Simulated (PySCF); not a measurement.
Species: p-bromotoluene, C₇H₇Br.
SMILES with atom numbers: `[CH3:1][c:2]1[cH:3][cH:4][c:5]([Br:6])[cH:7][cH:8]1` (hydrogens: H9, H10, H11 on C1; H12 on C3; H13 on C4; H14 on C7; H15 on C8)

Method: PySCF, PBE0-D3(BJ)/def2-SVP geometry optimisation, gas phase.

**Question.** List the bond lengths and angles at this level.

**Answer.** 
```json
{"bond": "C1–C2", "length (Å)": "1.501", "order": "single"}
{"bond": "C2–C3, C2–C8", "length (Å)": "1.400", "order": "aromatic"}
{"bond": "C3–C4, C7–C8", "length (Å)": "1.393", "order": "aromatic"}
{"bond": "C4–C5, C5–C7", "length (Å)": "1.393", "order": "aromatic"}
{"bond": "C5–Br6", "length (Å)": "1.888", "order": "single"}
{"bond": "C1–H9, C1–H10, C1–H11", "length (Å)": "1.101", "order": "single"}
{"bond": "C3–H12, C8–H15", "length (Å)": "1.093", "order": "single"}
{"bond": "C4–H13, C7–H14", "length (Å)": "1.091", "order": "single"}
```

Bonds in one row agree within 0.01 Å and their mean is given. Orders are formal, as drawn. A selection of angles:
```json
{"angle": "C2–C1–H9", "degrees": "111.5"}
{"angle": "H9–C1–H10", "degrees": "107.3"}
{"angle": "C1–C2–C3", "degrees": "121.1"}
{"angle": "C3–C2–C8", "degrees": "117.8"}
{"angle": "C2–C3–C4", "degrees": "121.5"}
{"angle": "C2–C3–H12", "degrees": "119.5"}
{"angle": "C4–C3–H12", "degrees": "119.0"}
{"angle": "C3–C4–C5", "degrees": "119.3"}
{"angle": "C3–C4–H13", "degrees": "120.6"}
{"angle": "C5–C4–H13", "degrees": "120.1"}
{"angle": "C4–C5–Br6", "degrees": "119.7"}
{"angle": "C4–C5–C7", "degrees": "120.6"}
```

Of the pairs four or more bonds apart, H9···H12 is among the closest relative to their van der Waals radii: 2.49 Å, 104 % of the sum of Bondi's values. The C–C distances run from 1.393 Å (C3–C4, aromatic) to 1.501 Å (C1–C2, drawn single), a spread of 0.108 Å. The 8 heavy atoms lie in one plane (0.009 Å rms). The 6-membered ring C2–C3–C4–C5–C7–C8 has internal angles of 117.8° to 121.6°; it is planar, 0.00 Å rms from its mean plane, widest ring torsion 0°.

Point group: Cs (every atom within 0.08 Å of its image). PBE0-D3(BJ)/def2-SVP frequencies: not computed here.
